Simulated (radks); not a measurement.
Results of a calculation; reference values are marked as such.
Ga+, configuration [Ar] 3d10 4s1 4p1 (not the ground configuration). Code: a radial shooting solver on a logarithmic mesh with Libxc functionals. Model: Dirac Kohn-Sham, PBE, spin-unpolarised, spherical densities, finite nucleus; open shells fill j = l - 1/2 first; Fermi nuclear charge, rms radius 3.9973 fm.

Unscreened Slater integrals over Kohn-Sham orbitals (hartree). Large and small components are both included. Empty in this configuration: 4p3/2.

integral            value
F0(4p1/2,4p1/2)   0.32684
F0(4p1/2,4s1/2)   0.36179
G1(4p1/2,4s1/2)   0.23284
F0(4p1/2,3d5/2)   0.42689
G3(4p1/2,3d5/2)  0.027629
F0(4p1/2,3d3/2)   0.42713
G1(4p1/2,3d3/2)  0.033008
F0(4p1/2,4p3/2)   0.32452
G2(4p1/2,4p3/2)   0.16824
F0(4s1/2,4s1/2)   0.41275
F0(4s1/2,3d5/2)   0.52559
G2(4s1/2,3d5/2)  0.055307
F0(4s1/2,3d3/2)   0.52601
G2(4s1/2,3d3/2)  0.054452
F0(4s1/2,4p3/2)   0.35851
G1(4s1/2,4p3/2)   0.22837
F0(3d5/2,3d5/2)    1.1568
F2(3d5/2,3d5/2)   0.53169
F4(3d5/2,3d5/2)   0.33014
F0(3d5/2,3d3/2)    1.1610
F2(3d5/2,3d3/2)   0.53366
G2(3d5/2,3d3/2)   0.53297
G4(3d5/2,3d3/2)   0.33097
F0(3d5/2,4p3/2)   0.42121
F2(3d5/2,4p3/2)  0.080057
G1(3d5/2,4p3/2)  0.032015
G3(3d5/2,4p3/2)  0.026508
F0(3d3/2,3d3/2)    1.1652
F2(3d3/2,3d3/2)   0.53567
F0(3d3/2,4p3/2)   0.42144
F2(3d3/2,4p3/2)  0.079428
G1(3d3/2,4p3/2)  0.031427
G3(3d3/2,4p3/2)  0.026111
F0(4p3/2,4p3/2)   0.32227
F2(4p3/2,4p3/2)   0.16721
